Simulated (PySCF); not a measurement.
## Frontier orbitals and the lowest excitations

Sn(vinyl)Br3, C2H3Br3Sn.
Cartesian coordinates in Å at the PBE0-D3(BJ)/def2-SVP level; atoms count from 1:
```
atom  x, y, z in Å
Sn1   -0.1120    0.3000   -1.2396
C2    -0.2150    0.3364    0.8801
C3     0.2949   -0.6446    1.6245
H4    -0.6974    1.2129    1.3267
H5     0.7818   -1.5277    1.1977
H6     0.2450   -0.6045    2.7191
Br7    2.2324    0.2747   -2.0365
Br8   -1.2073    2.2710   -2.2526
Br9   -1.1896   -1.6877   -2.2451
```

Level of theory: TDDFT B3LYP/def2-SVPD, vertical, gas phase, core orbitals frozen in the response, def2 core potentials past Kr (PySCF 2.14.0, density-fitted response routines). Spin–orbit coupling is left out.

Kohn–Sham orbitals with the atoms that hold most of them (Löwdin shares over 4%, at most four atoms; ? is withheld):

```
orbital  ε (eV)                               atoms
 HOMO-3   -8.39   Br8 28%, Br9 26%, Br7 20%, C2 11%
 HOMO-2   -8.35           Br8 42%, Br9 28%, Br7 25%
 HOMO-1   -8.27                                   ?
   HOMO       ?           Br7 37%, Br9 36%, Br8 27%
   LUMO   -2.84                                   ?
 LUMO+1   -1.95     C3 31%, C2 28%, Sn1 16%, Br7 6%
 LUMO+2   -0.84  Sn1 33%, Br8 20%, Br9 13%, Br7 13%
```

(1) Which atoms hold the HOMO-1, and with what shares?

(2) Give the leading atoms of the LUMO.

(3) What is the HOMO energy, and the HOMO–LUMO gap?

## Answers

(1) Br7 (bonded to Sn) 46%; Br9 (bonded to Sn) 32%; Br8 (bonded to Sn) 12%.

(2) Sn1 (bonded to 3 Br and C) 23%; Br9 (bonded to Sn) 21%; Br7 (bonded to Sn) 21%; Br8 (bonded to Sn) 20%. By element: bromine 61%, tin 23%.

(3) ε(HOMO) = -8.18 eV; the gap is 5.33 eV (0.1960 hartree).

Question: How does S1 compare with the orbital gap of 5.33 eV?

Answer: S1 is at 4.37 eV (f = 0.0003), 0.96 eV below the gap, made of HOMO→LUMO (99%). Without the coupling terms of the response equations the lowest excitation would equal the gap.

Question: One configuration dominates each of S1, S2, S3 and S8. Which, and how do the shares of the two leading atoms of either orbital change from the occupied to the empty one?

Answer: 
- S1 (4.37 eV, f 0.0003), HOMO→LUMO (99%): Br7 37% → 21%, Br9 36% → 21%, Sn1 at most 1% → 23%
- S2 (4.49 eV, f 0.011), HOMO-1→LUMO (95%): Br7 46% → 21%, Br9 32% → 21%, Sn1 at most 4% → 23%
- S3 (4.61 eV, f 0.028), HOMO-2→LUMO (94%): Br8 42% → 20%, Br9 28% → 21%, Sn1 at most 4% → 23%
- S8 (5.47 eV, f 0.0042), HOMO→LUMO+1 (96%): Br7 37% → 6%, Br9 36% → at most 6%, C3 at most 1% → 31%, C2 at most 1% → 28%

Löwdin shares depend on the basis, the more so with diffuse functions.

One conformer stands for the species.
